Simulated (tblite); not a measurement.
Compound: C₅H₉GeNS.
Numbering: `[CH3:1][GeH2:2][S:3][C@@H:4]1[CH2:5][C@H:6]1[C:7]#[N:8]` (hydrogens: H9, H10, H11 on C1; H12, H13 on Ge2; H14 on C4; H15, H16 on C5; H17 on C6)

Computed with GFN2-xTB (tblite), gas phase: L-BFGS steps from a force-field or distance-geometry start until the largest atomic force falls under 0.01 eV/Å.

Step 7: E = -635.1420 eV
```
atom  x, y, z in Å  |  force x, y, z in eV/Å
C1      1.9268    1.0186    0.9270    0.074   0.199  -0.070
Ge2     1.1511   -0.5129    1.8711    0.040  -0.025   0.028
S3      0.2433   -1.9020    0.4124   -0.031  -0.125  -0.046
C4     -1.0200   -0.7690   -0.1900   -0.089  -0.097  -0.042
C5     -1.6663   -1.0907   -1.4937    0.005  -0.014   0.054
C6     -0.7090    0.0749   -1.4037   -0.010  -0.018  -0.089
C7     -1.2587    1.3794   -1.4631   -0.134   0.019   0.089
N8     -1.7632    2.4078   -1.4665    0.103   0.044  -0.027
H9      2.4501    1.6573    1.6296    0.039   0.061   0.027
H10     2.6387    0.6900    0.1742    0.023  -0.025  -0.022
H11     1.1618    1.6165    0.4369   -0.030   0.007  -0.006
H12     0.0470   -0.0750    2.7945   -0.045   0.021   0.123
H13     2.1931   -1.2674    2.6448   -0.032  -0.067   0.031
H14    -1.6270   -0.3351    0.5942   -0.005   0.016   0.010
H15    -1.3263   -1.9725   -2.0152    0.004   0.023  -0.021
H16    -2.7198   -0.8753   -1.6132    0.059  -0.006   0.010
H17     0.2714   -0.0326   -1.8493    0.029  -0.013  -0.048
```

Step 8: E = -635.1453 eV
```
atom  x, y, z in Å  |  force x, y, z in eV/Å
C1      1.9290    1.0241    0.9252    0.039   0.073  -0.014
Ge2     1.1522   -0.5122    1.8719    0.030   0.014   0.010
S3      0.2423   -1.9061    0.4172   -0.061  -0.070  -0.076
C4     -1.0215   -0.7713   -0.1906   -0.038  -0.088  -0.041
C5     -1.6681   -1.0928   -1.4937    0.039   0.017   0.022
C6     -0.7090    0.0747   -1.4058   -0.066  -0.052  -0.027
C7     -1.2609    1.3799   -1.4608   -0.097  -0.012   0.066
N8     -1.7598    2.4110   -1.4674    0.100   0.023  -0.016
H9      2.4514    1.6604    1.6286    0.058   0.085   0.041
H10     2.6392    0.6910    0.1738    0.038  -0.017  -0.037
H11     1.1624    1.6180    0.4365   -0.056   0.037  -0.028
H12     0.0466   -0.0765    2.7983   -0.023   0.018   0.102
H13     2.1906   -1.2715    2.6465   -0.026  -0.058   0.027
H14    -1.6235   -0.3356    0.5981   -0.004   0.003  -0.038
H15    -1.3290   -1.9739   -2.0192    0.007   0.043   0.010
H16    -2.7220   -0.8781   -1.6168    0.078   0.003   0.026
H17     0.2731   -0.0290   -1.8517   -0.019  -0.021  -0.030
```

Step 9: E = -635.1481 eV
```
atom  x, y, z in Å  |  force x, y, z in eV/Å
C1      1.9317    1.0301    0.9234    0.006  -0.027   0.031
Ge2     1.1536   -0.5114    1.8727   -0.001   0.040  -0.012
S3      0.2404   -1.9110    0.4195   -0.062  -0.006  -0.068
C4     -1.0236   -0.7749   -0.1917    0.017  -0.050   0.008
C5     -1.6688   -1.0944   -1.4934    0.022   0.008  -0.039
C6     -0.7103    0.0736   -1.4081   -0.058  -0.044   0.024
C7     -1.2646    1.3795   -1.4576   -0.037  -0.052   0.033
N8     -1.7551    2.4145   -1.4684    0.082   0.018  -0.001
H9      2.4536    1.6648    1.6286    0.055   0.086   0.025
H10     2.6404    0.6914    0.1727    0.033   0.006  -0.030
H11     1.1617    1.6200    0.4356   -0.044   0.047  -0.030
H12     0.0457   -0.0773    2.8036    0.013   0.009   0.067
H13     2.1881   -1.2761    2.6484   -0.022  -0.047   0.022
H14    -1.6210   -0.3359    0.6004    0.003  -0.018  -0.079
H15    -1.3309   -1.9742   -2.0222    0.016   0.039   0.022
H16    -2.7222   -0.8802   -1.6191    0.062   0.010   0.033
H17     0.2741   -0.0266   -1.8544   -0.084  -0.018  -0.005
```

Step 10: E = -635.1499 eV
```
atom  x, y, z in Å  |  force x, y, z in eV/Å
C1      1.9337    1.0341    0.9226   -0.010  -0.054   0.043
Ge2     1.1544   -0.5104    1.8731   -0.025   0.037  -0.025
S3      0.2380   -1.9143    0.4194   -0.033   0.031  -0.036
C4     -1.0247   -0.7783   -0.1924    0.042  -0.014   0.013
C5     -1.6689   -1.0953   -1.4938    0.010  -0.003  -0.052
C6     -0.7120    0.0724   -1.4092   -0.045  -0.026   0.058
C7     -1.2677    1.3783   -1.4548    0.002  -0.051   0.008
N8     -1.7505    2.4169   -1.4691    0.070   0.007   0.011
H9      2.4559    1.6690    1.6290    0.035   0.064  -0.008
H10     2.6416    0.6918    0.1716    0.015   0.028  -0.008
H11     1.1607    1.6219    0.4347   -0.009   0.033  -0.014
H12     0.0455   -0.0775    2.8083    0.038   0.001   0.038
H13     2.1861   -1.2799    2.6501   -0.024  -0.035   0.013
H14    -1.6194   -0.3364    0.6002   -0.008  -0.026  -0.080
H15    -1.3317   -1.9735   -2.0236    0.028   0.009   0.008
H16    -2.7209   -0.8812   -1.6198    0.015   0.017   0.029
H17     0.2729   -0.0256   -1.8560   -0.100  -0.015   0.002
```

**Question.** Estimate the geometry and energy of step 11. (The exact step hangs on the optimiser's Hessian estimate; all steps are aligned on step 10, rigid shifts and turns removed.)

**Answer.** E = -635.1513 eV, largest force 0.086 eV/Å
```
atom  x, y, z in Å  |  force x, y, z in eV/Å
C1      1.9351    1.0367    0.9226   -0.013  -0.035   0.034
Ge2     1.1546   -0.5091    1.8732   -0.035   0.016  -0.024
S3      0.2355   -1.9162    0.4188    0.013   0.042   0.000
C4     -1.0250   -0.7814   -0.1931    0.035   0.013   0.009
C5     -1.6687   -1.0960   -1.4948   -0.013  -0.022  -0.039
C6     -0.7142    0.0710   -1.4091   -0.014  -0.001   0.056
C7     -1.2702    1.3765   -1.4525    0.024  -0.030  -0.005
N8     -1.7451    2.4187   -1.4695    0.055   0.005   0.018
H9      2.4583    1.6735    1.6288    0.009   0.031  -0.038
H10     2.6428    0.6928    0.1707   -0.007   0.041   0.017
H11     1.1600    1.6238    0.4338    0.029   0.008   0.009
H12     0.0461   -0.0778    2.8128    0.052  -0.002   0.017
H13     2.1838   -1.2836    2.6515   -0.031  -0.021  -0.001
H14    -1.6182   -0.3374    0.5985   -0.028  -0.025  -0.059
H15    -1.3319   -1.9729   -2.0246    0.041  -0.023  -0.013
H16    -2.7196   -0.8818   -1.6198   -0.030   0.019   0.023
H17     0.2698   -0.0249   -1.8573   -0.085  -0.014  -0.002
```

The energy changes by -0.0014 eV. The first-order estimate −F·Δx gives -0.0020 eV and the mean of the old and new forces, exact on a quadratic surface, -0.0014 eV. The step makes an angle of 54° with the force vector and moves no atom by more than 0.006 Å.

The cost below is that of the whole relaxation. Hardware: Arm Neoverse N1, one thread, no GPU, on a shared host. Cost: 0.66 s wall.
